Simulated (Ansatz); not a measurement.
Consider the silylene formation by 1,1-elimination: `O[SiH](O)[SiH2]Cl` → `O[SiH2]O` + `[SiH]Cl`.

Calculated with Ansatz (gas phase, PBE0-D4/def2-TZVP geometries, no zero-point term in ΔE). CBS: MP2 limit from def2 TZ/QZ plus the TZ coupled-cluster correction, frozen cores. This one scheme is used for every species. Functionals use def2-TZVPP. Each species was taken in one conformer, which may not be the lowest.

`O[SiH](O)[SiH2]Cl`:

Z-matrix (Å, degrees):
```
Si
O 1 1.645
Si 1 2.343 2 111.1
O 1 1.636 2 108.3 3 -116.4
H 1 1.493 2 108.6 3 121.7
H 2 0.959 1 117.8 3 -78.7
Cl 3 2.076 1 104.9 2 57.5
H 3 1.484 1 113.6 2 -59.7
H 3 1.485 1 113.9 2 174.5
H 4 0.959 1 118.4 2 -56.7
```

`O[SiH2]O`:

```xyz
7

O    -0.414   -0.190    1.377
Si    0.281   -0.312   -0.105
O    -0.193    0.863   -1.150
H    -0.190    0.572    1.914
H     1.751   -0.146   -0.030
H    -0.124   -1.655   -0.578
H    -1.111    0.868   -1.428
```

`[SiH]Cl`:

Z-matrix (Å, degrees):
```
Si
Cl 1 2.077
H 1 1.529 2 94.7
```

```
          level  ΔE (kJ/mol)
        ωB97X-V        192.6
CCSD/def2-TZVPP        170.0
```

(1) What does CCSD(T)/CBS give? (An estimate is asked.)

Largest T1 diagnostic among the species: 0.013.

## Answers

(1) Computed: +179.8 kJ/mol. The listed levels differ from it by 12.8, -9.8 kJ/mol.

From PBE to PBE0 (25 % exact exchange), in def2-TZVPP and without D4, ΔE moves by +10.8 kJ/mol. The D4 term adds +16.7 kJ/mol with B3LYP and +9.3 kJ/mol with PBE0; it sums over pairs of atoms, weighted by their polarisabilities, and B3LYP, whose exchange is more repulsive, gets the larger term. In def2-TZVPP, CCSD(T) changes the Hartree–Fock value by +11.2 kJ/mol (the triples alone add +2.6 kJ/mol) and MP2 by +23.2 kJ/mol.

B3LYP here is the variant with VWN-RPA as its local correlation; programs differ in this.
